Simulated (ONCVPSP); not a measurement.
**Pseudopotential generation for Li: ONCV, LDA (Perdew-Wang 92), scalar-relativistic.**

ONCVPSP 4.0.1 input, shortened (lines: element, Z, core and valence counts, functional; n l f; lmax; l rc ep ncon nbas qcut; lloc lpopt rc5 dvloc0; l nproj debl; icmod fcfact rcfact), LDA (Perdew-Wang 92), scalar-relativistic:

```
  Li 3.00    0    3  -001012      upf
    1    0    2.00
    2    0    0.75
    2    1    0.25
    2
    0    1.15    0.00    4    7    9.50
    1    4.00    0.00    4    6    2.30
    2    4.30    0.40    3    8    2.20
    4    5    0.75    1.00
    0    2    3.60
    1    2    1.70
    2    2    1.30
    0    0.00    0.00
```

All-electron outer shells of the reference configuration (LDA (PZ), scalar-relativistic, ld1.x):

```
shell  level (eV)  outermost node (bohr)  outermost maximum (bohr)
   1s      -51.48                      –                      0.36
   2s       -3.01                   0.84                      3.12
   2p       -1.26                      –                      3.86
```

Task: Does the generator finish with these settings?

Result: No. ONCVPSP 4.0.1 stopped with "test_data: must have ncon+3 <= nbas <= ncon+5, l= 1": the input breaks a rule of the program on the basis size: nbas must lie between ncon + 3 and ncon + 5.
